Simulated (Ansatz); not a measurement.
C7H9O, charge +1, singlet, geometry from GFN2-xTB; R2SCAN/STO-3G (Ansatz, a first-principles code).

Ansatz was given this input:
Ansatz 0.2 input:
```yaml
crystal:
  periodic: [false, false, false]
  atoms:
    - {symbol: C, position_ang: [2.87951788, 0.20566659, 0.42166366]}
    - {symbol: C, position_ang: [1.40826357, 0.10095801, 0.21597349]}
    - {symbol: C, position_ang: [0.71987839, 1.09958188, -0.47152699]}
    - {symbol: C, position_ang: [-0.64445072, 1.01104217, -0.68628767]}
    - {symbol: C, position_ang: [-1.30523065, -0.09810312, -0.20179620]}
    - {symbol: O, position_ang: [-2.75355612, -0.22906971, -0.47044933]}
    - {symbol: C, position_ang: [-0.66932931, -1.10929232, 0.48541880]}
    - {symbol: C, position_ang: [0.69632597, -0.99914869, 0.68833419]}
    - {symbol: H, position_ang: [3.21187229, -0.43385518, 1.23387831]}
    - {symbol: H, position_ang: [3.17135935, 1.23172760, 0.63031576]}
    - {symbol: H, position_ang: [3.39733766, -0.10458254, -0.48607370]}
    - {symbol: H, position_ang: [1.25611675, 1.95835130, -0.84314072]}
    - {symbol: H, position_ang: [-1.16763125, 1.78695379, -1.22369178]}
    - {symbol: H, position_ang: [-3.16875779, 0.65590003, -0.55414266]}
    - {symbol: H, position_ang: [-3.18240640, -0.77713632, 0.22116556]}
    - {symbol: H, position_ang: [-1.21094853, -1.96791192, 0.85156121]}
    - {symbol: H, position_ang: [1.21165585, -1.78111609, 1.22304716]}
basis:
  gaussian:
    orbitals: STO-3G
hamiltonian:
  xc: r2scan
total_charge: 1
```

Question: Predict the main parts of the log of this Ansatz run.

Answer: 
```
Functional definition: r2SCAN
697 factors; integrals over basis functions are off by at most 4.3e-5 eV
mean field evaluation 1: about -9322.5475 eV, gradient 2.0e1 eV
mean field evaluation 2: about -9321.1511 eV, gradient 2.9e1 eV
mean field evaluation 4: about -9324.0424 eV, gradient 2.2e0 eV
mean field evaluation 8: about -9323.8264 eV, gradient 2.3e-2 eV
mean field evaluation 16: about -9323.8264 eV, gradient 2.2e-5 eV
mean field -9323.82640576 eV, -342.6443004951 hartree, gradient 2.2e-5 eV, S^2 0.000000; 0 other end points of the search recorded, 0 dependent functions left out
reference -9323.82641336 eV, -342.6443007744 hartree; 29, 29 occupied and 20, 20 virtual orbitals, 697 factors
Total energy: -9323.82641336 eV, -342.6443007744 hartree
```
